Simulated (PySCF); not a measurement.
CF3, SMILES F[C-](F)F, charge -1. Heavy atoms are numbered as in [C-:1]([F:2])([F:3])[F:4].

The structure is a stationary point at ωB97X-D3(BJ)/def2-SVPD.

The numbers are results of PBE/pcSseg-2 run with PySCF, not measurements.

GIAO shieldings, no solvent; atoms alike by connectivity are averaged. δ = σ(ref) − σ: ¹³C against TMS (σ = 181.4 ppm); ¹⁹F against CFCl3 (σ = 132.0 ppm), references at their B3LYP-D3(BJ)/def2-TZVP geometries, non-relativistic.

Computed chemical shifts:
| nucleus | atoms | count | δ (ppm) |
|---|---|---|---|
| ¹³C | C1 | 1 | 199.2 |
| ¹⁹F | F2 | 3 | -49.9 |
